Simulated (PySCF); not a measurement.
CH5NOZn. Atoms are numbered in the order given.

```xyz
9

Zn     0.0568    -0.4087     0.0000
O      0.5070     1.3049     0.0000
C     -0.3504     2.3927     0.0000
H     -1.0132     2.4415    -0.8906
H      0.2371     3.3306     0.0000
H     -1.0132     2.4415     0.8906
N     -0.1097    -2.2134     0.0000
H     -0.5504    -2.6278     0.8181
H     -0.5504    -2.6278    -0.8181
```

Geometry optimised at PBE0-D3(BJ)/def2-SVP. The structure was generated by enumeration; whether it is a known compound was not checked. Other conformers were not sampled.

These are TDDFT-PBE/def2-SVPD in PySCF values and carry that method's errors.

Vertical excitations. The molecule is in vacuum. State labels are in the subgroup Cs.

```json
[
 {"state": "S1", "symmetry": "A\"", "energy (eV)": "4.32", "λ (nm)": "287", "f": "0.004", "main pairs": "HOMO−1→LUMO 100 %"},
 {"state": "S2", "symmetry": "A'", "energy (eV)": "4.51", "λ (nm)": "275", "f": "0.069", "main pairs": "HOMO→LUMO 96 %"},
 {"state": "S3", "symmetry": "A'", "energy (eV)": "5.01", "λ (nm)": "247", "f": "0.026", "main pairs": "HOMO−2→LUMO 90 %"},
 {"state": "S4", "symmetry": "A\"", "energy (eV)": "5.21", "λ (nm)": "238", "f": "0.002", "main pairs": "HOMO→LUMO+1 100 %"},
 {"state": "S5", "symmetry": "A'", "energy (eV)": "5.54", "λ (nm)": "224", "f": "0.051", "main pairs": "HOMO−1→LUMO+1 81 %"},
 {"state": "S6", "symmetry": "A\"", "energy (eV)": "5.60", "λ (nm)": "221", "f": "0.007", "main pairs": "HOMO−1→LUMO+2 100 %"},
 {"state": "S7", "symmetry": "A'", "energy (eV)": "5.83", "λ (nm)": "213", "f": "0.052", "main pairs": "HOMO→LUMO+2 83 %"},
 {"state": "S8", "symmetry": "A\"", "energy (eV)": "5.91", "λ (nm)": "210", "f": "0.009", "main pairs": "HOMO−2→LUMO+1 100 %"},
 {"state": "S9", "symmetry": "A'", "energy (eV)": "6.25", "λ (nm)": "198", "f": "0.019", "main pairs": "HOMO→LUMO+3 93 %"},
 {"state": "S10", "symmetry": "A\"", "energy (eV)": "6.27", "λ (nm)": "198", "f": "0.001", "main pairs": "HOMO−1→LUMO+3 100 %"},
 {"state": "T1", "symmetry": "A'", "energy (eV)": "3.93", "λ (nm)": "315", "f": "0", "main pairs": "HOMO→LUMO 99 %"},
 {"state": "T2", "symmetry": "A\"", "energy (eV)": "4.10", "λ (nm)": "303", "f": "0", "main pairs": "HOMO−1→LUMO 100 %"},
 {"state": "T3", "symmetry": "A'", "energy (eV)": "4.58", "λ (nm)": "271", "f": "0", "main pairs": "HOMO−2→LUMO 97 %"},
 {"state": "T4", "symmetry": "A'", "energy (eV)": "5.08", "λ (nm)": "244", "f": "0", "main pairs": "HOMO−1→LUMO+1 98 %"}
]
```
Triplets are in the Tamm–Dancoff approximation, which puts them higher than full response would, so one can lie above its singlet here.
